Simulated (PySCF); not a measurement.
Tb²⁺: excitation energy

Tb²⁺ [Xe] 4f9 (high-spin determinant) → Tb²⁺ [Xe] 4f8 6s1 (8F), as a difference of total energies. All numbers are calculated (PySCF 2.14, scalar relativity by spin-free X2C-1e, in ANO-RCC-VTZP). The calculations carry no spin-orbit coupling.

| method | excitation energy (cm⁻¹) |
| --- | --- |
| UHF | -9941.9 |
| r2SCANh | 21799 |
| BHandHLYP | 10980 |

The basis was made for the ground configuration and has no added diffuse functions, so the excitation energy can come out too high.

The determinant of the lower state mixes LS terms, which raises its energy above the lowest term, most at the Hartree-Fock and MP2 levels.
